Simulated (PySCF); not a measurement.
A side-by-side comparison of computed properties.

First species: C2H10OSi4.
Numbering: `[SiH3:1][C:2]#[C:3][SiH2:4][SiH2:5][O:6][SiH3:7]` (hydrogens: H8, H9, H10 on Si1; H11, H12 on Si4; H13, H14 on Si5; H15, H16, H17 on Si7)

Second species: C2H10OSi4.
Z-matrix (Å and degrees, GFN2-xTB geometry), rows numbered from 1:
```
O 
C   1  1.2158
C   2  1.4508  1  124.53
Si  3  1.9628  2  102.22  1   -61.02
Si  4  2.3713  3  103.83  2    59.70
Si  5  2.3575  4   89.26  3  -104.13
Si  6  2.3632  5   90.65  4    -5.95
H   2  1.1084  1  119.43  3  -174.17
H   3  1.0842  2  112.88  1   175.81
H   3  1.0859  2  111.61  1    51.08
H   4  1.4789  3   99.12  2  -167.57
H   5  1.4790  4  110.26  3   142.63
H   5  1.4631  4  118.89  3    24.17
H   6  1.4632  5  117.90  4   113.77
H   6  1.4742  5  115.72  4  -123.53
H   7  1.4712  4  116.10  3   -22.92
H   7  1.4699  4  114.09  3  -141.83
```

Levels: wB97X-D/def2-SVPD for dipole moment, HOMO energy, LUMO energy, HOMO–LUMO gap, static isotropic polarisability and electronic spatial extent ⟨r²⟩ about the centre of nuclear charge; TDDFT wB97X-D/def2-SVPD for lowest singlet excitation; TDA wB97X-D/def2-SVPD for lowest triplet excitation (Tamm–Dancoff); GFN2-xTB for rotational constant A and rotational constant C. Geometries: GFN2-xTB. Each structure is a single optimised conformer of the isolated species, non-relativistic unless stated; the electronic structure was computed with PySCF and density fitting.

Dipoles, sizes and rotational constants follow the conformer. The torsions of the flexible species, by atom-mapped SMILES:
- `[SiH3:1][C:2]#[C:3][SiH2:4][SiH2:5][O:6][SiH3:7]`: C3–Si4–Si5–O6 49°, Si4–Si5–O6–Si7 -34°
- `[O:1]=[CH:2][CH2:3][SiH:4]1[SiH2:5][SiH2:6][SiH2:7]1`: O1–C2–C3–Si4 -61°, C2–C3–Si4–Si5 60°

| property | column X | column Y |
| --- | --- | --- |
| dipole moment | 2.45 D | 0.25 D |
| HOMO energy | -9.15 eV | -9.56 eV |
| LUMO energy | 0.18 eV | 0.77 eV |
| HOMO–LUMO gap | 9.33 eV | 10.33 eV |
| lowest singlet excitation | 4.28 eV | 5.60 eV |
| lowest triplet excitation (Tamm–Dancoff) | 3.80 eV | 4.71 eV |
| static isotropic polarisability | 139.9 au | 133.3 au |
| electronic spatial extent ⟨r²⟩ about the centre of nuclear charge | 1503 bohr² | 2471 bohr² |
| rotational constant A | 1.479 GHz | 1.377 GHz |
| rotational constant C | 0.991 GHz | 0.449 GHz |

Task: Which column belongs to which species?

Result: Column X is the second species and column Y the first. The first has 17 atoms and 86 electrons, the second 17 and 86.

Task: How does each property change from the first species to the second?

Result: dipole moment +2.20 D; HOMO energy +0.41 eV; LUMO energy -0.59 eV; HOMO–LUMO gap -1.00 eV; lowest singlet excitation -1.32 eV; lowest triplet excitation (Tamm–Dancoff) -0.91 eV; static isotropic polarisability +6.6 au; electronic spatial extent ⟨r²⟩ about the centre of nuclear charge -968 bohr²; rotational constant A +0.102 GHz; rotational constant C +0.542 GHz.

On the first: S1 lies 4.73 eV below the HOMO–LUMO gap; its leading configuration is HOMO−1→LUMO, weight 0.32, beside HOMO→LUMO+1, weight 0.30. The polarisability is 19.76 Å³ as a volume (1 au = 0.148185 Å³), or 1.55 au for each of the 86 electrons. GFN2-xTB frequencies show an imaginary mode (25i cm⁻¹), so this geometry is no minimum at that level.

On the second: The polarisability is 20.73 Å³ as a volume (1 au = 0.148185 Å³), or 1.63 au for each of the 86 electrons. No computed singlet falls in the visible range (750 to 380 nm, 1.65 to 3.26 eV); S1 lies 1.02 eV above its blue end.
